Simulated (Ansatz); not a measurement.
Si₆O⁺, relaxed as a doublet with UKS r2SCAN-D4/def2-SVP in Ansatz, starting from the GFN2-xTB geometry. Force threshold 0.02 eV/Å.

The relaxation made no stability test and no search for a lower SCF solution. Another isomer (doublet) lies 0.19 eV lower at PBE0-D4/def2-TZVP; other spin states weren't run for this one.

Start:

```xyz
7

O     0.162   -0.598    0.439
Si   -2.269   -0.447   -0.036
Si    2.565    0.790   -0.285
Si   -0.903    0.434    1.564
Si   -1.308   -1.377   -1.913
Si    0.638   -0.282   -1.138
Si    1.115    1.479    1.371
```

**Question.** Estimate the energy that the relaxation releases and the steps that it takes.

**Answer.** 3.13 eV, in 26 steps; 2.2 min on 4 threads of Arm Neoverse V2 on a shared host. No frequencies were taken in this run, so the end may be a saddle point.

**Question.** Does the start keep its bonding and symmetry?

**Answer.** Bonds formed: O1–Si7, Si2–Si3, Si2–Si6, Si2–Si7, Si4–Si5, Si4–Si6, Si6–Si7 (atoms count from 1). Point group Cs at the start, Cs at the end, both within 0.05 Å.

**Question.** Predict the relaxed structure.

**Answer.** 
Cartesian coordinates in Å:
```
O 0.576 -0.732 1.409
Si -0.766 0.959 -0.989
Si 1.614 1.279 -1.124
Si -1.245 -0.384 1.103
Si -1.572 -1.301 -1.162
Si 0.772 -0.949 -0.365
Si 0.620 1.126 1.128
```
Bond lengths: 12 × Si–Si 2.40 to 2.56 Å; 3 × O–Si 1.80 to 1.88 Å.
